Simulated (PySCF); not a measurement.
Field gradients from PBE0/pcSseg-1 densities (PySCF, non-relativistic) at GFN2-xTB geometries, isolated species, one conformer each; χzz is the principal value of largest magnitude, with Q(14N) = 0.02044 b, Q(17O) = −0.0256 b. GFN2-xTB bond lengths can be off by several hundredths of an ångström, more for odd bonds, and the gradients follow them. These gradients aren't converged with respect to the basis.

These 14N couplings (χzz in MHz, η) are listed in rising order: (-5.921, 0.07); (-5.483, 0.01); (-4.929, 0.34); (-4.678, 0.14); (-4.341, 0.36). Assign them to: N6 (pyridine-type nitrogen) in `[CH3:1][O:2][C:3](=[O:4])[c:5]1[n:6][cH:7][n:8]([SiH3:9])[n:10]1`; N8 (silicon-bound nitrogen) in `[CH3:1][SiH2:2][Si@@:3]([CH3:4])([OH:5])[NH:6][SiH2:7][NH2:8]`; the cyano nitrogen of `CS[SiH2][SiH2][SiH2]C#N`; N6 (silicon-bound nitrogen) in `[CH3:1][C@H:2]([C:3]#[N:4])[CH2:5][NH:6][SiH2:7][PH2:8]`; N6 (pyridine-type nitrogen) in `[CH3:1][O:2][c:3]1[n:4][cH:5][n:6][n:7][c:8]1[O:9][SiH3:10]`.

-5.921 MHz, η 0.07: N6 (pyridine-type nitrogen) in `[CH3:1][O:2][c:3]1[n:4][cH:5][n:6][n:7][c:8]1[O:9][SiH3:10]`; -5.483 MHz, η 0.01: the cyano nitrogen of `CS[SiH2][SiH2][SiH2]C#N`; -4.929 MHz, η 0.34: N6 (silicon-bound nitrogen) in `[CH3:1][C@H:2]([C:3]#[N:4])[CH2:5][NH:6][SiH2:7][PH2:8]`; -4.678 MHz, η 0.14: N6 (pyridine-type nitrogen) in `[CH3:1][O:2][C:3](=[O:4])[c:5]1[n:6][cH:7][n:8]([SiH3:9])[n:10]1`; -4.341 MHz, η 0.36: N8 (silicon-bound nitrogen) in `[CH3:1][SiH2:2][Si@@:3]([CH3:4])([OH:5])[NH:6][SiH2:7][NH2:8]`.

These 17O couplings (χzz in MHz, η) are listed in rising order: (-10.90, 0.46); (-10.46, 0.34); (-9.023, 0.46). Assign them to: O2 (ester single-bonded oxygen) in `[CH3:1][O:2][C:3](=[O:4])[c:5]1[n:6][cH:7][n:8]([SiH3:9])[n:10]1`; the silanol oxygen of `C[SiH2][Si@@](C)(O)N[SiH2]N`; O2 (aryl ether oxygen) in `[CH3:1][O:2][c:3]1[n:4][cH:5][n:6][n:7][c:8]1[O:9][SiH3:10]`.

-10.90 MHz, η 0.46: O2 (aryl ether oxygen) in `[CH3:1][O:2][c:3]1[n:4][cH:5][n:6][n:7][c:8]1[O:9][SiH3:10]`; -10.46 MHz, η 0.34: O2 (ester single-bonded oxygen) in `[CH3:1][O:2][C:3](=[O:4])[c:5]1[n:6][cH:7][n:8]([SiH3:9])[n:10]1`; -9.023 MHz, η 0.46: the silanol oxygen of `C[SiH2][Si@@](C)(O)N[SiH2]N`.

All sites together:

```
nucleus                                                                                                 site  Vzz (au)     η  χzz (MHz)
    14N      N6 (pyridine-type nitrogen) in [CH3:1][O:2][C:3](=[O:4])[c:5]1[n:6][cH:7][n:8]([SiH3:9])[n:10]1    -0.974  0.14     -4.678
    14N         N8 (silicon-bound nitrogen) in [CH3:1][SiH2:2][Si@@:3]([CH3:4])([OH:5])[NH:6][SiH2:7][NH2:8]    -0.904  0.36     -4.341
    14N                                                        the cyano nitrogen of CS[SiH2][SiH2][SiH2]C#N    -1.142  0.01     -5.483
    14N               N6 (silicon-bound nitrogen) in [CH3:1][C@H:2]([C:3]#[N:4])[CH2:5][NH:6][SiH2:7][PH2:8]    -1.026  0.34     -4.929
    14N           N6 (pyridine-type nitrogen) in [CH3:1][O:2][c:3]1[n:4][cH:5][n:6][n:7][c:8]1[O:9][SiH3:10]    -1.233  0.07     -5.921
    17O  O2 (ester single-bonded oxygen) in [CH3:1][O:2][C:3](=[O:4])[c:5]1[n:6][cH:7][n:8]([SiH3:9])[n:10]1     1.740  0.34     -10.46
    17O                                                    the silanol oxygen of C[SiH2][Si@@](C)(O)N[SiH2]N     1.500  0.46     -9.023
    17O                O2 (aryl ether oxygen) in [CH3:1][O:2][c:3]1[n:4][cH:5][n:6][n:7][c:8]1[O:9][SiH3:10]     1.813  0.46     -10.90
```
